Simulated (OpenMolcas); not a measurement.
Levels of S V by method

* Program: OpenMolcas
* Basis: ANO-RCC-VQZP [6s5p3d2f1g]
* Scalar Hamiltonian: DKH2, point nucleus
* Active space: 2 electrons in 8 orbitals (3s 3p 4s 4p)
* State averaging: 2S+1 = 3 even, 3 roots; 2S+1 = 1 even, 7 roots; 2S+1 = 3 odd, 3 roots; 2S+1 = 1 odd, 3 roots
* Spin-orbit coupling: state interaction with AMFI integrals over the reference wave functions, term energies averaged over their components

Methods on the same reference wave functions:
A. CASSCF
B. SS-CASPT2, IPEA 0.25 Eh, imaginary shift 0.1 Eh (closed shells correlated: 2s 2p)
C. MS-CASPT2, IPEA 0.25 Eh, imaginary shift 0.1 Eh (closed shells correlated: 2s 2p)

Energies in cm-1 above 3s2 1S0, the measured ground level; measured values from NIST levels in Podobedova, Kelleher and Wiese, J. Phys. Chem. Ref. Data 38, 171 (2009); Martin, Zalubas and Musgrove, J. Phys. Chem. Ref. Data 19, 821 (1990).

| Level | A | B | C | Measured |
| --- | --- | --- | --- | --- |
| 3s2 1S0 | 0.0 | 0.0 | 0.0 | 0.0 |
| 3s 3p 3P* 0 | 82890 | 82603 | 82661 | 83024 |
| 3s 3p 3P* 1 | 83220 | 82932 | 82990 | 83394 |
| 3s 3p 3P* 2 | 83891 | 83604 | 83662 | 84155 |
| 3s 3p 1P* 1 | 140719 | 129757 | 129814 | 127151 |
| 3p2 3P0 | 201408 | 200616 | 200673 | 199967 |
| 3p2 3P1 | 201752 | 200964 | 201022 | 200371 |
| 3p2 3P2 [52 %] | 202393 | 201173 | 201230 |  |
| 3p2 1D2 [52 %] | 217377 | 202097 | 202155 |  |
| 3p2 1S0 | 249595 | 237158 | 237273 | 235350 |

Deviations, from unrounded energies. A percentage is the sum of absolute deviations over the sum of measured energies, with the sign that they share, or ± where signs differ.

| Against measurement | Levels | A | B | C |
| --- | --- | --- | --- | --- |
| mean absolute deviation (cm-1) | 7 | 4500 | 1000 | 1000 |
| other configurations (%) | 7 | ±3.1 | ±0.7 | ±0.7 |

B, C lie about equally close to measurement and A furthest from it. The largest miss of B in the table is 3s 3p 1P* 1, by +2600 cm-1. The ranking rests on the paired levels alone, and a cruder setting can come out closer through cancelling errors.

Between B and C the level of the table that moves most is 3p2 1S0, by 120 cm-1 (lowest in B, highest in C).

The lowest spin-free term lies below A's lowest term by 0.044 hartree in B, 0.045 hartree in C.

Over all roots computed the reference weight is 0.91 to 1.00 in B, 0.91 to 1.00 in C; the roots of lowest weight are the least certain, and an intruder state may touch them. Active for correlation alone: 4p 4s; no level in the range computed is led by a configuration that fills them, so any true level of that kind is missing. The ¹D term of p² mixes with s d, which this space lacks. Computed and measured levels are paired by configuration, term and J; levels that our copy of the source lacks, or whose pairing is in doubt (as where it misses far off the trend of its configuration), stay unpaired and out of the deviations. Levels of configurations outside the active space are missing.

A share in square brackets marks a mixed level and gives the weight of the term that names it, the lowest over the columns. * marks odd parity.
